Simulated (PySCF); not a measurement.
Gas-phase reaction: SnBr4 + 2 H2 + HCl → SnHCl + 4 HBr

Method: PySCF energies (xtb for GFN2) plus ideal-gas RRHO corrections (1 bar). † marks an energy on the PBE0/def2-TZVP geometry and frequencies; other levels use their own. MP2 and CCSD(T) freeze the core. All species are closed-shell singlets. B3LYP is the form with VWN-RPA correlation. Sn: scalar-relativistic def2 core potential, no spin-orbit coupling. Br: all electrons, no relativistic terms. SnHCl: computed as isolated molecules; such fragments, hydroxides, amides, oligomers or adducts are transient or little studied in the gas. MP2 isn't extrapolated to the basis-set limit; its ΔH°(298 K) is 303.2 kJ in def2-SVP and 307.4 kJ in def2-TZVPP. CCSD(T) isn't extrapolated to the basis-set limit. The harmonic model lacks anharmonicity and excited electronic states, which grow with temperature; levels with a mode under 35 cm⁻¹ are left out. Soft modes under 120 cm⁻¹ make the harmonic entropy rough for SnBr4.

| level | ΔE electronic, kJ | ΔH°(298 K), kJ | ΔS°(298 K), J/K | ΔG°(600 K), kJ |
|---|---|---|---|---|
| B3LYP/def2-TZVP† | 253 | 248 | 206 | 128 |
| BLYP/def2-TZVP† | 237 | 232 | 206 | 112 |
| CCSD(T)/def2-SVP† | 264 | 259 | 206 | 139 |
| GFN2-xTB | 155 | 151 | 185 | 43 |
| HF/def2-TZVP† | 271 | 266 | 206 | 146 |
| M06-2X/def2-TZVP† | 340 | 335 | 206 | 215 |
| MP2/def2-SVP† | 308 | 303 | 206 | 183 |
| PBE0/def2-SVP† | 256 | 252 | 206 | 131 |
| PBE0/def2-TZVP | 285 | 281 | 206 | 160 |
| r2SCAN/def2-TZVP† | 309 | 304 | 206 | 184 |
| ωB97X-V/def2-TZVP† | 300 | 296 | 206 | 175 |
ΔH° is lowest at GFN2-xTB and highest at M06-2X/def2-TZVP†. No reference value is set beside these.
